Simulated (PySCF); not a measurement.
Stretching TlZn

Set-up: basis Tl def2-SVP with ECP60, Zn def2-SVP; scalar-relativistic core potentials; PySCF 2.14. Energies in eV from Tl + Zn in their ground configurations at the same level. State: ²Π (doublet), unpaired electrons π ↑.

| R (Å) | PBE | PBE0 | PW91 | UHF |
| --- | --- | --- | --- | --- |
| 2.494 | -0.2245 | -0.1033 | -0.2621 | 0.6705 |
| 2.610 | -0.3588 | -0.2477 | -0.3930 | 0.4411 |
| 2.726 | -0.4205 | -0.3197 | -0.4518 | 0.2882 |
| 2.813 | -0.4355 | -0.3424 | -0.4650 | 0.2075 |
| 2.900 | -0.4329 | -0.3473 | -0.4606 | 0.1477 |
| 2.987 | -0.4182 | -0.3400 | -0.4444 | 0.1034 |
| 3.103 | -0.3873 | -0.3183 | -0.4116 | 0.0618 |
| 3.248 | -0.3395 | -0.2814 | -0.3618 | 0.0290 |
| 3.422 | -0.2798 | -0.2331 | -0.3001 | 0.0071 |
| 3.654 | -0.2079 | -0.1735 | -0.2260 | -0.0059 |

Problem. Put a parabola through the three lowest points of the PBE curve and estimate Re, k and ωe (reduced mass 48.73 u; 1 eV/Å² = 0.16022 mdyn/Å; ωe = 1302.8·√(k/μ) cm⁻¹).

Solution. Through R = 2.726, 2.813, 2.9 Å the second-order coefficient is 1.16 eV/Å², so Re ≈ 2.844 Å, k ≈ 0.373 mdyn/Å and ωe ≈ 114 cm⁻¹. A polynomial fit of higher order to the unrounded PBE energies gives Re = 2.840 Å, k = 0.331 mdyn/Å, ωe = 107 cm⁻¹; anharmonicity and rounding make the difference.

The higher-order fit for each curve: PBE: Re = 2.840 Å, ωe = 107 cm⁻¹, De = 0.436 eV; PBE0: Re = 2.886 Å, ωe = 97.4 cm⁻¹, De = 0.347 eV; PW91: Re = 2.830 Å, ωe = 109 cm⁻¹, De = 0.465 eV. UHF gives no reliable minimum on this grid.

Spin–orbit coupling is left out, which matters for elements this heavy, above all for dissociation energies. The state was picked by a PBE0 search and need not be the measured ground state.
